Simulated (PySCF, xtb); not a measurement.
CH8FNSi2, SMILES C[Si@@H](F)N[SiH3]. One conformer was computed; it need not be the lowest.

Harmonic wavenumbers (cm⁻¹) from GFN2-xTB (xtb 6.7.1) at its own minimum, in rising order: 25, 58, 101, 120, 186, 223, 252, 274, 572, 579, 647, 659, 691, 758, 764, 796, 804, 818, 845, 849, 1003, 1198, 1377, 1480, 1483, 2217, 2239, 2261, 2285, 3035, 3045, 3052, 3481.

What does PBE0-D3(BJ)/def2-SVP (PySCF) give at its own minimum? (An estimate is asked for; the answer gives what the named calculation found.)

36, 55, 137, 163, 238, 271, 344, 418, 594, 666, 704, 720, 770, 815, 846, 900, 928, 935, 951, 962, 1008, 1213, 1273, 1425, 1427, 2218, 2226, 2254, 2262, 3065, 3172, 3174, 3609. Paired by order, the mean absolute difference is 64 cm⁻¹ and the zero-point energies are 54.6 and 56.9 kcal/mol.
